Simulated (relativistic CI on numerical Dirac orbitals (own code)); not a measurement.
Zr XVI: sensitivity of the levels to the model

Base calculation: Dirac-Coulomb-Breit CI, KLI orbitals optimised for each configuration, model QED (radiative potential, 1s self-energy scaled to tabulated hydrogen-like ionisation energies), unscaled Slater integrals.

CI space (outside the closed core [Ne]): 3s²3p⁶3d⁷, 3s²3p⁵3d⁸, 3s²3p⁴3d⁹, 3s3p⁶3d⁸, 3p⁶3d⁹, 3s²3p⁶3d⁶4s, 3s²3p⁶3d⁶4p, 3s3p⁵3d⁹, 3s²3p⁶3d⁶4d, 3s²3p⁶3d⁵4s², 3s²3p⁶3d⁶4f, 3s²3p⁶3d⁵4s4p, 3s²3p⁵3d⁷4s, 3s²3p⁶3d⁶5s, 3s²3p⁴3d⁸4s, 3s²3p⁶3d⁵4p², 3s²3p⁶3d⁶5p, 3s²3p⁶3d⁵4s4d, 3s²3p⁵3d⁷4p, 3s²3p⁴3d⁸4p, 3s²3p⁶3d⁶5d, 3s²3p⁶3d⁵4p4d, 3s²3p⁶3d⁶5f, 3s²3p⁴3d⁸4d, 3s²3p⁶3d⁶5g, 3s²3p⁵3d⁶4s², 3s3p⁵3d⁸4s, 3s²3p⁶3d⁶6s, 3s3p⁶3d⁷4s, 3s²3p⁶3d⁶6p, 3s3p⁵3d⁸4p, 3s²3p⁶3d⁶6d, 3s3p⁶3d⁷4p, 3p⁶3d⁸4s. Levels of other configurations are missing.

The lowest level and the first level of each name with at least 55 % of one term (blank where a level has no safe partner in the second run):

```csv
Level,Base (cm⁻¹),Shift (cm⁻¹)
3s²3p⁶3d⁷ ⁴F9/2,0,0
3s²3p⁶3d⁷ ⁴F7/2,15855,-57
3s²3p⁶3d⁷ ⁴F5/2,23875,-70
3s²3p⁶3d⁷ ⁴F3/2,28520,-73
3s²3p⁶3d⁷ ⁴P5/2,54281,-33
3s²3p⁶3d⁷ ²G9/2,57233,-35
3s²3p⁶3d⁷ ⁴P1/2,61886,-51
3s²3p⁶3d⁷ ²G7/2,71344,-79
3s²3p⁶3d⁷ ²H11/2,79177,-49
3s²3p⁶3d⁷ ²D5/2,80353,-72
3s²3p⁶3d⁷ ²P1/2,86283,-111
3s²3p⁶3d⁷ ²H9/2,95172,-111
3s²3p⁶3d⁷ ²D3/2,106191,-155
3s²3p⁶3d⁷ ²F5/2,121243,-41
3s²3p⁶3d⁷ ²F7/2,129159,-79
3s²3p⁵3d⁸ ⁴G°11/2,1102653,+185
3s²3p⁵3d⁸ ²F°7/2,1137336,+169
3s²3p⁵3d⁸ ⁴G°9/2,1137832,+112
3s²3p⁵3d⁸ ²D°3/2,1182033,+111
3s²3p⁵3d⁸ ²S°1/2,1191896,+155
3s²3p⁵3d⁸ ⁴D°7/2,1202095,+84
3s²3p⁵3d⁸ ⁴D°1/2,1235082,+90
```

At this charge energies of transitions that change n are usually good to better than 1 %, and those within a shell (Δn = 0) to a few per cent. Terms inside the open d or f shell come out 10 to 20 % too wide with unscaled integrals.

**Question.** One thing was changed in a second run, which moved the levels as shown. Which?
A. configuration mixing switched off
B. Breit term removed
C. one mean potential for all configurations
D. QED terms removed

**Answer.** D. QED terms removed. QED shifts follow the density of s (and p1/2) electrons at the nucleus, so configurations move by their count of such electrons; where none moves, the smaller shifts of p3/2 electrons and of j = l + 1/2 against j = l − 1/2 set the pattern.

LS names give the leading component of a level, which can be under half, so a name can repeat, a term be missing and a line seem to break the LS rules.
